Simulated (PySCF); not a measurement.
Vertical excitations of a molecule C3H9FSi from TDDFT-PBE/def2-SVPD (PySCF 2.14.0), as energy in eV (oscillator strength): 6.58 (0.001), 7.20 (0.001), 7.24 (0.002), 7.63 (0.003), 7.76 (0.037), 7.82 (0.018), 7.87 (0.008), 8.15 (0.017), 8.20 (0.045), 8.29 (0.009). Lowest triplet (TDA): 6.31 eV. Coordinates come from a PBE-D3(BJ)/def2-SVP optimisation. The values are those of a single conformer.

Question: Which molecule gave these data?
A. CC[C@H](F)[SiH3]
B. CC[SiH2]CF
C. C[Si](C)(C)F
D. CCC[SiH2]F

Answer: D, CCC[SiH2]F
